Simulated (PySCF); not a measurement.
[YbOF]− relaxed at several levels

Computed with PySCF 2.14.0, PBE0, def2-SVP on the ligands, density fitting, scalar-relativistic core potentials, no spin-orbit coupling, vacuum. Each row is relaxed at its own level from the same template. Distances are means of the shortest metal–ligand contacts, charges and spins Mulliken's. lcecp potentials hold a fixed number of 4f electrons in the core, out of states, spins and gaps.

```csv
level,basis on the metal,point group,M–O (Å),M–F (Å),charge on M (e),HOMO–LUMO gap (eV),"strongest infrared band, degenerate modes summed (cm⁻¹)",unstable modes (below −25 cm⁻¹)
PBE0,def2-SVP with ECP28,Cs,1.903,2.063,0.25,1.86,647,0
```

(1) What does the calculation give for PBE0, lcecp-0-SVP with ECP60?

One start shape was tried for each, so a minimum needn't be the lowest isomer. Small gap, closed shell not tested for a spin-broken solution: [YbOF]−.

## Answers

(1) point group: Cs, M–O (Å): 2.050, M–F (Å): 2.173, charge on M (e): 0.28, strongest infrared band, degenerate modes summed (cm⁻¹): 417, unstable modes (below −25 cm⁻¹): 0.
```xyz
3

Yb   -0.0085    0.0000   -0.2110
O     1.8369    0.0000    0.6826
F    -1.9461    0.0000    0.7722
```
